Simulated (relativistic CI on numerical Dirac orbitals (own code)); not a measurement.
## Hyperfine structure of Os72+, mass number 187

Method of calculation: Dirac-Coulomb-Breit CI, orbitals from a KLI potential per configuration, a model potential for QED, unscaled Slater integrals (own radial code, finite nucleus).

Configurations in the expansion (outside the closed core 1s2): 2s2, 2s 2p, 2p2, 2p 3s, 2p 3p, 2s 3s, 2s 3p, 2s 3d, 2s 4s, 2s 4p, 2s 4d, 2s 4f, 3s2, 3s 3p, 3p2. Levels of other configurations are missing.

Nuclear spin I = 1/2, μ = 0.06442 μN (tables of Stone and Pyykkö). The electronic factors are computed for point nuclear moments, without core polarisation or the Bohr-Weisskopf and QED corrections.

```json
{"Level": "2s 2p 3P°_1", "E (eV)": "216.3", "A (GHz)": "2337"}
{"Level": "2s 2p 3P°_2", "E (eV)": "1853.8", "A (GHz)": "976.6"}
{"Level": "2s 2p 1P°_1", "E (eV)": "1948.2", "A (GHz)": "-725"}
{"Level": "2p2 3P_1", "E (eV)": "2136.0", "A (GHz)": "-135.2"}
{"Level": "2p2 1D_2", "E (eV)": "2154.3", "A (GHz)": "377.6"}
{"Level": "2p2 3P_2", "E (eV)": "3821.9", "A (GHz)": "122.6"}
{"Level": "2s 3s 3S_1", "E (eV)": "11687.7", "A (GHz)": "2297"}
{"Level": "2s 3p 3P°_1", "E (eV)": "11772.5", "A (GHz)": "1948"}
```

Levels with J = 0, under 50 % of one LS term, or S terms without an open s electron are left out. Small factors come from cancelling terms and can be off by tens of per cent or more.

At this charge energies of transitions that change n are usually good to better than 1 %, and those within a shell (Δn = 0) to a few per cent.

**Question.** Give the hyperfine levels of 2s 2p 3P°_1 relative to its centre of gravity.

**Answer.** With K = F(F + 1) − I(I + 1) − J(J + 1), E = AK/2: F = 1/2: -2337, F = 3/2: 1169 GHz.

LS names give the leading component of a level, which can be under half, so a name can repeat, a term be missing and a line seem to break the LS rules.
